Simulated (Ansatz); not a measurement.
C6H5O, doublet (typed; the unrestricted solution is spin-contaminated), at a GFN2-xTB geometry; Ansatz (a first-principles code) with WB97X/STO-3G.

Input for Ansatz:
Ansatz 0.2 input:
```yaml
crystal:
  periodic: [false, false, false]
  atoms:
    - {symbol: O, position_ang: [2.15820192, 0.76050271, 0.14167733]}
    - {symbol: C, position_ang: [0.99387688, 0.35022027, 0.06524404]}
    - {symbol: C, position_ang: [-0.05262365, 1.11673180, -0.58836309]}
    - {symbol: C, position_ang: [-1.33368691, 0.64846794, -0.66378078]}
    - {symbol: C, position_ang: [-1.67277158, -0.58944777, -0.10981077]}
    - {symbol: C, position_ang: [-0.70224830, -1.36588656, 0.53012977]}
    - {symbol: C, position_ang: [0.58832548, -0.92796230, 0.62352978]}
    - {symbol: H, position_ang: [0.22827234, 2.07005917, -1.01009348]}
    - {symbol: H, position_ang: [-2.09796287, 1.23438061, -1.15457634]}
    - {symbol: H, position_ang: [-2.68903715, -0.94755733, -0.17652454]}
    - {symbol: H, position_ang: [-0.98368383, -2.32028488, 0.95227855]}
    - {symbol: H, position_ang: [1.35156462, -1.51335950, 1.11380346]}
basis:
  gaussian:
    orbitals: STO-3G
hamiltonian:
  xc: {name: wB97X}
magnetization: {spin_polarized: true, initial_magnetization: 1}
```

Write the output that Ansatz gives for this input, abridged.


```
Functional definition: wB97X
570 factors; integrals over basis functions are off by at most 5.1e-5 eV
196 factors; integrals over basis functions are off by at most 1.9e-6 eV
mean field evaluation 1: about -8238.0248 eV, gradient 2.3e1 eV
mean field evaluation 2: about -8237.1192 eV, gradient 3.1e1 eV
mean field evaluation 4: about -8242.1388 eV, gradient 1.5e0 eV
mean field evaluation 8: about -8242.0952 eV, gradient 1.0e-1 eV
mean field evaluation 16: about -8242.0955 eV, gradient 7.7e-4 eV
mean field -8242.09554668 eV, -302.8914246475 hartree, gradient 2.2e-5 eV, S^2 0.866582; 1 other end points of the search recorded, 0 dependent functions left out
reference -8242.09552835 eV, -302.8914239737 hartree; 25, 24 occupied and 15, 16 virtual orbitals, 570 factors
Total energy: -8242.09552835 eV, -302.8914239737 hartree
```
